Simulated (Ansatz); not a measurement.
aniline (C$_{6}$H$_{7}$N), singlet, geometry from GFN2-xTB; MP2/6-31G** (Ansatz, a program for electronic structure).

Input for Ansatz:
Ansatz 0.2 input:
```yaml
crystal:
  periodic: [false, false, false]
  atoms:
    - {symbol: N, position_ang: [2.26898850, -0.34589154, 0.26581677]}
    - {symbol: C, position_ang: [0.91756321, -0.12718200, 0.07978234]}
    - {symbol: C, position_ang: [0.32384857, 1.05784892, 0.51488921]}
    - {symbol: C, position_ang: [-1.03918263, 1.24264988, 0.39414758]}
    - {symbol: C, position_ang: [-1.83576132, 0.25579586, -0.16255361]}
    - {symbol: C, position_ang: [-1.25309513, -0.92291663, -0.59783701]}
    - {symbol: C, position_ang: [0.10910245, -1.11615687, -0.48096117]}
    - {symbol: H, position_ang: [2.68780582, -1.05943881, -0.30846466]}
    - {symbol: H, position_ang: [2.83930297, 0.47425910, 0.39407885]}
    - {symbol: H, position_ang: [0.94292242, 1.83040004, 0.94949780]}
    - {symbol: H, position_ang: [-1.48309267, 2.16698132, 0.73495964]}
    - {symbol: H, position_ang: [-2.90066566, 0.40457570, -0.25771264]}
    - {symbol: H, position_ang: [-1.86492136, -1.69850304, -1.03570909]}
    - {symbol: H, position_ang: [0.56087799, -2.03726852, -0.82217146]}
basis:
  gaussian:
    orbitals: 6-31G__.json
magnetization: {spin_polarized: false}
correlation: {method: mp2, electrons: outside_noble_gas}
accuracy: high
```
The basis file holds 6-31G** in the JSON format of the Basis Set Exchange.

The log (banner, timings and long lists left out):

```
Functional definition: HF
3359 factors; integrals over basis functions are off by at most 1.1e-8 eV
mean field evaluation 1: about -7771.9418 eV, gradient 3.5e1 eV
mean field evaluation 2: about -7772.0471 eV, gradient 3.5e1 eV
mean field evaluation 4: about -7775.5241 eV, gradient 3.8e0 eV
mean field evaluation 8: about -7775.5656 eV, gradient 3.3e-4 eV
mean field -7775.56562331 eV, -285.7467661891 hartree, gradient 2.9e-8 eV, S^2 0.000000; 0 other end points of the search recorded, 0 dependent functions left out; unrestricted orbitals would lower it
mean field evaluation 16: about -7775.5261 eV, gradient 3.2e0 eV
7 core orbitals not correlated
reference -7775.56562331 eV, -285.7467661891 hartree; 18, 18 occupied and 115, 115 virtual orbitals, 3359 factors
second order -26.15198071 eV of doubles, -0.00000000 eV of singles
Total energy: -7801.71760402 eV, -286.7078337536 hartree
```
